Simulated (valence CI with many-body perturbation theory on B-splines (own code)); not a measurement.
Values are calculated unless marked as measured or tabulated.
## Energy levels of La LII

Method: configuration interaction combined with many-body perturbation theory (CI+MBPT): four valence electrons over a frozen Dirac-Fock core [He], radial functions for each j: 11 s, 11 p, 9 d, 7 f, 5 g, 2 h, 1 i, with the one-electron correlation potential Σ1 (screened to all orders), the two-electron term Σ2, the three-electron term Σ3, Breit, model QED; selected single and double excitations, second order for the rest (own B-spline code, finite nucleus).

The last digits are not significant, and no measured levels were compared; by estimate large intervals hold to a few tenths of a per cent, small ones and those within an open d or f shell to about a per cent. Among the levels kept, up to 270 cm⁻¹ of a level comes from second order outside the variational space, and about a tenth of that is noise between levels of different J, which matters for small intervals.

Levels 91 to 116 of 116, with energies above the lowest level, (2s^2 2p1/2^2) J=0. "Leading %" is the weight of the configuration and term that name the level; weights of strongly mixed levels are sums over their largest components and can fall short. In the jj column 3d3/2^4 stands for four electrons in 3d with j = 3/2.

```tsv
No.	Configuration	Term	J	E (eV)	Leading %	Leading jj	g
91	2s.2p2.3p	3D°	2	6572.7	31	2s 2p1/2 2p3/2 3p3/2 (86 %)	1.214
92	2s.2p2.3p	3P°	0	6573.6	81	2s 2p1/2 2p3/2 3p3/2 (99 %)	
93	2s.2p2.3d	3D	2	6577.1	33	2s 2p1/2 2p3/2 3d3/2 (92 %)	1.336
94	2s.2p2.3d	3F	2	6580.5	31	2s 2p1/2 2p3/2 3d5/2 (94 %)	1.269
95	2s.2p2.3d	5P	1	6580.6	31	2s 2p1/2 2p3/2 3d3/2 (90 %)	1.789
96	2s.2p2.3p	3P°	1	6581.1	51	2s 2p1/2 2p3/2 3p3/2 (98 %)	1.198
97	2p3.3s	3P°	2	6582.7	22	2s 2p1/2 2p3/2 3p3/2 (51 %)	1.339
98	2s.2p2.3d	3F	3	6589.6	47	2s 2p1/2 2p3/2 3d5/2 (78 %)	1.251
99	2p3.3s	3D°	1	6589.6	16	2p1/2^2 2p3/2 3s (53 %)	1.247
100	2s.2p2.3d	3D	1	6593.8	31	2s 2p1/2 2p3/2 3d5/2 (88 %)	1.044
101	2s.2p2.3d	3G	5	6595.5	57	2s 2p1/2 2p3/2 3d5/2 (99 %)	1.270
102	2s.2p2.3d	3F	2	6607.7	50	2s 2p1/2 2p3/2 3d3/2 (50 %)	1.055
103	2s.2p2.3d	3D	3	6614.1	41	2s 2p1/2 2p3/2 3d5/2 (80 %)	1.182
104	2s.2p2.3d	3G	3	6619.6	46	2s 2p1/2 2p3/2 3d3/2 (83 %)	0.967
105	2s.2p2.3d	3F	4	6620.6	55	2s 2p1/2 2p3/2 3d5/2 (91 %)	1.194
106	2p3.3p	3D	2	6622.2	15	2p1/2^2 2p3/2 3p1/2 (62 %)	1.132
107	2s.2p2.3d	3D	1	6622.6	45	2s 2p1/2 2p3/2 3d5/2 (53 %)	1.054
108	2s.2p2.3d	3D	1	6625.8	58	2s 2p1/2 2p3/2 3d3/2 (89 %)	0.695
109	2p3.3p	5P	1	6630.5	14	2p1/2^2 2p3/2 3p1/2 (61 %)	1.274
110	2s.2p2.3d	1D	2	6631.1	38	2s 2p1/2 2p3/2 3d5/2 (48 %)	1.001
111	2s.2p2.3d	3P	0	6632.9	83	2s 2p1/2 2p3/2 3d5/2 (86 %)	
112	2s.2p2.3d	1D	2	6645.2	25	2s 2p1/2 2p3/2 3d3/2 (70 %)	1.044
113	2s.2p2.3d	1P	1	6645.7	47	2s 2p1/2 2p3/2 3d3/2 (72 %)	1.028
114	2s.2p2.3d	3P	0	6647.8	53	2s 2p1/2 2p3/2 3d3/2 (88 %)	
115	2s.2p2.3d	3D	3	6656.1	41	2s 2p1/2 2p3/2 3d5/2 (97 %)	1.226
116	2s.2p2.3d	3F	4	6660.2	43	2s 2p1/2 2p3/2 3d5/2 (100 %)	1.113
```
